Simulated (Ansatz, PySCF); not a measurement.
C3H7BN2O (SMILES CN(C)BN=C=O), singlet, at a GFN2-xTB geometry, with bond 10-7 at 1.4 times its length. Base run: CASSCF(4,5)/STO-3G in PySCF.

Here is a job for PySCF.
```python
from pyscf import gto, scf, mcscf
import numpy

mol = gto.M(
    atom='''
B    -0.288151   -0.294550    0.780645
H    -0.478811   -0.765185    1.836787
N     0.983825   -0.440209    0.164190
C     2.110164   -0.759716   -0.008835
O     3.210059   -1.024821   -0.269581
N    -1.278294    0.404698    0.114007
C    -1.111249    1.009507   -1.187970
C    -2.603674    0.612438    0.646824
H    -1.826227    0.586621   -1.900495
H    -1.350420    2.520913   -1.110647
H    -0.102371    0.828423   -1.548630
H    -2.813087    1.682180    0.747344
H    -3.356885    0.180668   -0.019926
H    -2.690412    0.144728    1.623586
''',
    basis='sto-3g',
    charge=0,
    spin=0,
    verbose=4,
)

mf = scf.RHF(mol)
mf.kernel()
mc = mcscf.CASSCF(mf, 5, 4)
mc.fix_spin_(ss=0.0)
mc.kernel()
occ = numpy.linalg.eigvalsh(mc.fcisolver.make_rdm1(mc.ci, mc.ncas, mc.nelecas))[::-1]
ss = mc.fcisolver.spin_square(mc.ci, mc.ncas, mc.nelecas)[0]
print('natural occupations', occ.round(4), ' <S^2>', round(ss, 4))
```

Programs used: Ansatz (an electronic-structure program), PySCF; a row that names a program was run with it.

Variants of this job, named by their change:

```json
[
 {"change": "base", "ΔE vs base (kcal/mol)": "0.000", "natural occupations": "1.95 1.95 0.05 0.05 0.00", "<S^2> of the state": "0.00", "outcome": "converged"},
 {"change": "state_average = 2 states", "ΔE vs base (kcal/mol)": "5.34", "natural occupations": "-", "<S^2> of the state": "-", "outcome": "converged"},
 {"change": "active space = 4 electrons, 3 orbitals", "ΔE vs base (kcal/mol)": "-", "natural occupations": "-", "<S^2> of the state": "-", "outcome": "not converged"},
 {"change": "active space = 2 electrons, 4 orbitals", "ΔE vs base (kcal/mol)": "17.21", "natural occupations": "1.91 0.09 0.00 0.00", "<S^2> of the state": "0.00", "outcome": "converged"},
 {"change": "fix_spin_ = off", "ΔE vs base (kcal/mol)": "0.000", "natural occupations": "1.95 1.95 0.05 0.05 0.00", "<S^2> of the state": "0.00", "outcome": "converged"},
 {"change": "start = MP2 natural orbitals", "ΔE vs base (kcal/mol)": "0.000", "natural occupations": "1.95 1.95 0.05 0.05 0.00", "<S^2> of the state": "0.00", "outcome": "converged"},
 {"change": "active space = 6 electrons, 6 orbitals", "ΔE vs base (kcal/mol)": "-24.75", "natural occupations": "1.95 1.95 1.91 0.09 0.05 0.05", "<S^2> of the state": "0.00", "outcome": "converged"},
 {"change": "conv_tol = 1e-5", "ΔE vs base (kcal/mol)": "0.235", "natural occupations": "1.95 1.95 0.05 0.05 0.00", "<S^2> of the state": "0.00", "outcome": "converged"},
 {"change": "code = ansatz", "ΔE vs base (kcal/mol)": "0.018", "natural occupations": "-", "<S^2> of the state": "-", "outcome": "converged"},
 {"change": "active space = 6 electrons, 8 orbitals", "ΔE vs base (kcal/mol)": "-25.21", "natural occupations": "1.95 1.95 1.91 0.09 0.05 0.05 0.00 0.00", "<S^2> of the state": "0.00", "outcome": "converged"},
 {"change": "orbitals = fixed (CASCI)", "ΔE vs base (kcal/mol)": "27.00", "natural occupations": "1.99 1.96 0.04 0.01 0.00", "<S^2> of the state": "0.00", "outcome": "converged"}
]
```

Active orbitals are taken around the Fermi level unless the row says otherwise; CASSCF can end in different local minima, and two programs can end on different orbitals. State-averaged rows give the lowest state.
